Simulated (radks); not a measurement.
Problem. All-electron atom: Dy in [Xe] 4f10 6s2. Calculated with a radial shooting solver on a logarithmic mesh with Libxc functionals: non-relativistic Kohn-Sham, TPSS, spin-polarised, spherical densities, point nucleus; open shells are filled with parallel spins first (spin-orbit coupling, left out, can overturn this in heavy ions); meta-GGA in the generalised Kohn-Sham scheme; relativity is left out, which matters for an element this heavy. Some entries of the table are withheld. Estimate them.

orbital,occ.,eigenvalue (eV),<r^2> (bohr^2),<1/r> (bohr^-1)
1s up,1,-50237.10,0.0007052,65.47
1s down,1,-50237.10,0.0007052,65.47
2s up,1,-8047.536,0.01118,15.25
2s down,1,-8047.514,0.01118,15.25
2p up,3,-7665.903,0.008307,15.27
2p down,3,-7665.887,0.008306,15.27
3s up,1,-1782.096,0.07179,5.779
3s down,1,-1780.425,0.07171,5.784
3p up,3,-1610.863,0.06709,5.717
3p down,3,-1609.290,0.06700,5.721
3d up,5,-1292.997,0.05333,5.619
3d down,5,-1291.774,0.05324,5.623
4s up,1,-345.8753,0.3613,2.462
4s down,1,-342.3922,0.3615,2.461
4p up,3,-278.0007,0.3807,2.367
4p down,3,-274.4731,0.3811,2.365
4d up,5,-156.8727,0.4332,2.160
4d down,5,-153.2805,0.4346,2.157
5s up,1,-43.1569,2.201,0.9341
5s down,1,-41.7159,2.250,0.9215
5p up,3,-25.2976,2.850,0.8193
5p down,3,-24.1901,2.937,0.8055
4f up,7,-8.2839,(1),1.621
4f down,3,-5.0312,(2),1.586
6s up,1,(3),22.24,0.2790
6s down,1,(4),22.78,0.2753

Solution. 
(1) 4f up <r^2> (bohr^2): 0.8887
(2) 4f down <r^2> (bohr^2): 0.9988
(3) 6s up eigenvalue (eV): -3.5258
(4) 6s down eigenvalue (eV): -3.4419
